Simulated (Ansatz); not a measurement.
Conformers of `[O]=[Mo]([OH])([OH])([OH])[Cl]`, each relaxed with PBE0-D4/def2-TZVP in Ansatz. CBS adds the triple-zeta coupled-cluster correction to the MP2 limit.

Elements past krypton have def2 core potentials. Outer-core shells of Mo are correlated without core-valence functions. Spin–orbit coupling is left out.

Not all of them had a frequency check.

Conformer A:

```xyz
9

O    -1.412   -0.645   -0.880
Mo   -0.087   -0.061   -0.049
O    -1.017    1.205    0.949
O     0.297   -1.732    0.681
O     0.837    0.544   -1.546
Cl    1.856    0.643    1.207
H    -1.964    1.290    0.793
H     1.079   -1.687    1.249
H     0.412    0.443   -2.405
```

Conformer B:

```xyz
9

O     1.331   -1.429    0.395
Mo    0.286   -0.194    0.051
O    -1.296   -0.999    0.637
O     0.299    1.059    1.431
O     1.319    0.863   -1.067
Cl   -0.951   -0.357   -2.010
H    -2.112   -0.966    0.128
H     0.115    0.802    2.340
H     1.009    1.222   -1.904
```

Task: Which is lowest in electronic energy at CCSD(T)/CBS (frozen core, def2 sets), and by how much? (Estimate.)

Result: Ansatz gave: B; A lies 23.3 kJ/mol higher.

Task: Give the energies relative to B (kJ/mol) with PBE-D4/def2-TZVPP, r2SCAN-D4/def2-TZVPP, PBE0-D4/def2-TZVPP, B2PLYP/def2-TZVPP, HF/def2-TZVPP, SCS-MP2/def2-TZVPP, HF/def2-QZVPP. (An estimate is asked.)

Result: Ansatz gave: 
| level | A |
| --- | --- |
| PBE-D4/def2-TZVPP | 29.5 |
| r2SCAN-D4/def2-TZVPP | 30.4 |
| PBE0-D4/def2-TZVPP | 31.3 |
| B2PLYP/def2-TZVPP | 24.3 |
| HF/def2-TZVPP | 30.8 |
| SCS-MP2/def2-TZVPP | 14.9 |
| HF/def2-QZVPP | 29.4 |
